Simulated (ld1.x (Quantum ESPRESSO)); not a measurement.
# Transferability test, TM potential for beryllium

| Quantity | Value |
| --- | --- |
| Element | beryllium (Be) |
| Generator | ld1.x (Quantum ESPRESSO) 7.5 |
| Type | norm-conserving Troullier–Martins (Kleinman–Bylander form) |
| Functional | LDA (PZ) |
| Relativity | non-relativistic |
| Frozen core | [He] |
| Valence charge | 2 |
| Reference configuration | 2s2 2p0 |
| Partial waves | 2s (bound): rc 1.90 bohr; 2p (bound, empty): rc 4.20 bohr |
| Local potential | all-electron potential smoothed inside 2.45 bohr (lloc = -1) |
| Core correction | none |

Energies are relative to the spin-unpolarised reference configuration 2s2 2p0; without spin polarisation the order of configurations can differ from experiment. Spin-polarised rows fill each open shell by Hund’s rule, majority spin first.

```csv
valence configuration,charge,ΔE all-electron (eV),error AE − PS (meV)
2s1 2p0,+1,9.518,+19
2s1.5 2p0,+0.5,3.751,+2.9
2s1 2p1,0,3.517,-17
2s0 2p1,+1,13.330,-148
2s1 2p0 (spin-polarised),+1,9.043,+71
2s1.5 2p0 (spin-polarised),+0.5,3.671,+8.8
```

(1) What are ΔE and the potential's error for 2s0 2p2?

Levels in the configuration 2s1 2p0 (spin-polarised):

```csv
level,all-electron (eV),pseudo (eV)
2s up,-14.299,-14.287
```

Answers

(1) ΔE = 7.067 eV all-electron; the error (AE − PS) is -64 meV.
